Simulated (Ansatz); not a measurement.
Frontier orbitals of C3H8MgO2 (`CC(C)[O][Mg][OH]`).

Total charge 0; spin multiplicity 1. Correlated methods include outer-core shells of Mg, which these sets cover unevenly. Geometry: relaxed with PBE0-D4/def2-TZVP. It is one conformer, not always the lowest. Basis def2-TZVPP, the Gaussian-basis code of Ansatz.

Orbital energies of one run (eV). Highest occupied ones, from the top: -5.66, -5.70, -6.37, -6.44, -8.15, -8.26, -8.96, -9.04, -10.05, -10.61, -10.97, -11.35, -13.71, -16.61. Empty: -1.78, 0.20, 0.27, 0.70, 1.47, 1.98.

Task: Which functional gave them?
A. LC-ωPBE
B. PBE
C. BHLYP
D. B97M-V

Result: B. HOMO energies: PBE -5.66, B97M-V -6.04, LC-ωPBE -9.87, BHLYP -8.53 eV.

LC-ωPBE has ω = 0.4 bohr⁻¹.
